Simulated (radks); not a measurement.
The nuclear charge of neutral gold is varied continuously with 79 electrons held in [Xe] 4f14 5d10 6s1. All-electron calculation, Dirac Kohn-Sham, BLYP, spin-unpolarised, spherical densities, finite nucleus; Fermi nuclear charge, rms radius 5.4371 fm. Program: a radial shooting solver on a logarithmic mesh with Libxc functionals. By the Hellmann-Feynman theorem dE/dZ = E(electron-nucleus)/Z, the electronic potential at the nucleus (averaged over a nucleus of fixed radius).

[
 {"Z": "78.8", "E (hartree)": "-18923.6612", "E(electron-nucleus)/Z (hartree)": "-604.572", "HOMO": "5d5/2", "e(HOMO) (eV)": "-4.192", "<r> HOMO (bohr)": "1.706"},
 {"Z": "79", "E (hartree)": "-19044.8226", "E(electron-nucleus)/Z (hartree)": "-607.042", "HOMO": "6s1/2", "e(HOMO) (eV)": "-5.787", "<r> HOMO (bohr)": "2.879"},
 {"Z": "79.2", "E (hartree)": "-19166.4780", "E(electron-nucleus)/Z (hartree)": "-609.513", "HOMO": "6s1/2", "e(HOMO) (eV)": "-7.424", "<r> HOMO (bohr)": "2.793"},
 {"Z": "79.4", "E (hartree)": "-19288.6278", "E(electron-nucleus)/Z (hartree)": "-611.987", "HOMO": "6s1/2", "e(HOMO) (eV)": "-9.145", "<r> HOMO (bohr)": "2.715"},
 {"Z": "79.6", "E (hartree)": "-19411.2728", "E(electron-nucleus)/Z (hartree)": "-614.463", "HOMO": "6s1/2", "e(HOMO) (eV)": "-10.943", "<r> HOMO (bohr)": "2.646"},
 {"Z": "79.8", "E (hartree)": "-19534.4134", "E(electron-nucleus)/Z (hartree)": "-616.943", "HOMO": "6s1/2", "e(HOMO) (eV)": "-12.815", "<r> HOMO (bohr)": "2.582"},
 {"Z": "80", "E (hartree)": "-19658.0503", "E(electron-nucleus)/Z (hartree)": "-619.427", "HOMO": "6s1/2", "e(HOMO) (eV)": "-14.757", "<r> HOMO (bohr)": "2.523"}
]

The central difference of E at Z = 79 is -607.042 hartree, to compare with the third column; the second derivative is -12.4 hartree.
